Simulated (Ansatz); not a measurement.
Species: perfluorocubane C8F8 `FC12C3(F)C4(F)C1(F)C1(F)C2(F)C3(F)C41F` (charge 0, multiplicity 1).

Task: Give a relaxed geometry from PBE-D3(BJ)/def2-SVP in Ansatz (an electronic-structure program).

Result: the end point of this relaxation (outside a Z-matrix the atoms follow the SMILES, hydrogens last).
Bond lengths (Å): F1–C2 1.342, C2–C3 1.583, C2–C7 1.583, C2–C11 1.583, C3–F4 1.342, C3–C5 1.583, C3–C13 1.583, C5–F6 1.342, C5–C7 1.583, C5–C15 1.583, C7–F8 1.342, C7–C9 1.583, C9–F10 1.342, C9–C11 1.583, C9–C15 1.583, C11–F12 1.342, C11–C13 1.583, C13–F14 1.342, C13–C15 1.583, C15–F16 1.342. Angles (°): F1–C2–C3 125.3, F1–C2–C7 125.3, F1–C2–C11 125.3, C3–C2–C7 90.0, C3–C2–C11 90.0, C7–C2–C11 90.0, C2–C3–F4 125.3, C2–C3–C5 90.0, C2–C3–C13 90.0, F4–C3–C5 125.3, F4–C3–C13 125.3, C5–C3–C13 90.0, C3–C5–F6 125.3, C3–C5–C7 90.0, C3–C5–C15 90.0, F6–C5–C7 125.3, F6–C5–C15 125.3, C7–C5–C15 90.0, C2–C7–C5 90.0, C2–C7–F8 125.3, C2–C7–C9 90.0, C5–C7–F8 125.3, C5–C7–C9 90.0, F8–C7–C9 125.3, C7–C9–F10 125.3, C7–C9–C11 90.0, C7–C9–C15 90.0, F10–C9–C11 125.3, F10–C9–C15 125.3, C11–C9–C15 90.0, C2–C11–C9 90.0, C2–C11–F12 125.3, C2–C11–C13 90.0, C9–C11–F12 125.3, C9–C11–C13 90.0, F12–C11–C13 125.3, C3–C13–C11 90.0, C3–C13–F14 125.3, C3–C13–C15 90.0, C11–C13–F14 125.3, C11–C13–C15 90.0, F14–C13–C15 125.3, C5–C15–C9 90.0, C5–C15–C13 90.0, C5–C15–F16 125.3, C9–C15–C13 90.0, C9–C15–F16 125.3, C13–C15–F16 125.3.
